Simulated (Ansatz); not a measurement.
A search over several starts for the lowest SCF solution of B4H4⁻ at the given spin, in a small basis.

```yaml
crystal:
  periodic: [false, false, false]
  atoms:
    - {symbol: B, position_ang: [-0.479042, 0.453419, -0.810897]}
    - {symbol: B, position_ang: [-0.461042, -0.661300, 0.664802]}
    - {symbol: B, position_ang: [0.711468, -0.606704, -0.467182]}
    - {symbol: B, position_ang: [0.228581, 0.815590, 0.612755]}
    - {symbol: H, position_ang: [0.624508, 1.724276, 1.295891]}
    - {symbol: H, position_ang: [1.626233, -1.226092, -0.945385]}
    - {symbol: H, position_ang: [-1.144114, 0.906799, -1.706096]}
    - {symbol: H, position_ang: [-1.106592, -1.405987, 1.356103]}
basis:
  gaussian: {orbitals: def2-SVP, initial_orbitals: start.molden}
total_charge: -1
magnetization: {spin_polarized: true, initial_magnetization: 1}
hamiltonian: {xc: pbe0, dispersion: d4}
output: {orbitals: {seedname: orbitals}}
```

The file start.molden holds the orbitals of an earlier run on this structure, at another level or in another basis.

```sh
$ ansatz run in.yaml --threads 4 --pin off --events-out ev --progress --plain --max-ram 3916MiB
```

Output, abridged:

```
Functional definition: PBE0
  name "PBE0"
  cite "Adamo & Barone, J. Chem. Phys. 110, 6158 (1999) doi:10.1063/1.478522"
  cite "Perdew, Burke & Ernzerhof, Phys. Rev. Lett. 77, 3865 (1996) doi:10.1103/PhysRevLett.77.3865"
  parent pbe
  parameter a = 0.25
  parameter kappa = 0.804
  parameter beta = 0.06672455060314922
  exchange = (1 - a)*pbe_x(kappa = kappa, mu = beta*pi^2/3) + a*exact_x
  correlation = pbe_c(beta = beta)
848 factors; their error is unknown
mean field evaluation 1: about -2650.7226 eV, gradient 1.4e2 eV
mean field evaluation 2: about -2693.1572 eV, gradient 5.9e1 eV
mean field evaluation 4: about -2754.2438 eV, gradient 2.0e1 eV
mean field evaluation 8: about -2762.8194 eV, gradient 8.9e-2 eV
mean field evaluation 16: about -2762.8259 eV, gradient 1.2e-1 eV
mean field -2762.81946509 eV, -101.5317426356 hartree, gradient 2.5e-5 eV, S^2 0.754186; 1 other end points of the search recorded, 0 dependent functions left out
reference -2762.81949307 eV, -101.5317436639 hartree; 13, 12 occupied and 63, 64 virtual orbitals, 848 factors
Total energy: -2762.94840264 eV, -101.5364810035 hartree
```

Run time 1.4 s (4 threads of Arm Neoverse V1 on a shared host).

The highest occupied level of the charge -1 doublet lies above zero (up to 0.03 eV). By energy differences its removal costs 2.16 eV (vertical, to the charge 0 singlet, at PBE0-D4/def2-TZVPD). The structure comes from a short search, and lower isomers may exist.
